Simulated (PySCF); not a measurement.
Species: C₂H₇FOSi₂.
Cartesian coordinates in Å at the PBE0-D3(BJ)/def2-SVP level; atoms count from 1:
```
atom  x, y, z in Å
O1    -1.860   -0.819   -0.866
Si2   -1.126    0.435   -0.051
C3     0.402    1.059   -0.967
Si4    1.416   -0.266   -0.049
C5    -0.007   -0.421    1.245
F6    -0.422   -1.692    1.618
H7    -1.828   -1.645   -0.367
H8    -2.132    1.451    0.379
H9     0.380    0.998   -2.064
H10    0.683    2.085   -0.677
H11    2.753    0.151    0.472
H12    1.544   -1.526   -0.839
H13    0.203    0.177    2.151
```

Jobs on this species (13 atoms, 64 electrons) with PySCF (density fitting). Hardware of each: an Arm Neoverse N1 with one thread, no GPU, shared host. Times come from a shared host and carry two figures at best. Peak memory is the resident size of the whole Python process, interpreter and libraries included.

Task: Rank these jobs by wall time, shortest first.
A. B3LYP/cc-pVTZ; spin–spin couplings from 12 perturbed nuclei, spin–dipole term for 3 of them; 286 basis functions
B. PBE0-D3(BJ)/def2-SVP, grid level 1; geometry optimisation from a GFN2-xTB start shaken at random; 127 basis functions
C. B3LYP/6-31G*; spin–spin couplings from 12 perturbed nuclei, spin–dipole term for 3 of them; 106 basis functions

Result: C (29 s), A (2.1 min), B (3.5 min).

All jobs:

```tsv
level and settings	work	basis functions	SCF cycles	wall time	peak memory
B3LYP/6-31G*	spin–spin couplings from 12 perturbed nuclei, spin–dipole term for 3 of them	106	13	29 s	0.65 GiB
B3LYP/cc-pVTZ	spin–spin couplings from 12 perturbed nuclei, spin–dipole term for 3 of them	286	14	2.1 min	1.0 GiB
PBE0-D3(BJ)/def2-SVP, grid level 1	geometry optimisation from a GFN2-xTB start shaken at random	127	118	3.5 min	0.51 GiB
```

Task: What do all jobs in the table cost together?

Result: About 6.1 min; the longest takes about 58 % of that, and about 7.2 times as long as the shortest.
